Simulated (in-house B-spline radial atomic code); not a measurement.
**Binding energies in the tungsten ion W⁶⁶⁺**

NIST's tabulated ground configuration is [He] 2s2 2p4; each binding energy is the energy of the ion with one electron taken from that subshell, relaxed, less that of the parent. Method: Dirac-Hartree-Fock, average of configuration, Fermi nucleus of rms radius 5.3658 fm. Calculated with an all-electron radial atomic-structure program (B-spline basis). Energies include first-order Breit, QED and recoil terms.

```
subshell  X-ray name  binding energy (eV)  -ε (eV)  relaxation (eV)
      1s           K              76252.1  76597.2             17.8
      2s          L1              18086.5  18130.4              1.9
      2p        L2,3              16769.3  16799.6              2.4
```

Relaxation = -ε minus the binding energy without Breit, QED and recoil terms.

Problem. What does it cost to remove both a 2s and a 2p electron?

Solution. 35167 eV, which is 311.5 eV more than the two single binding energies together.

Problem. What does it cost to remove both a 1s and a 2p electron?

Solution. 93514 eV, which is 492.7 eV more than the two single binding energies together.

Problem. What does it cost to remove two 1s electrons?

Solution. 154040 eV, which is 1537 eV more than the two single binding energies together.
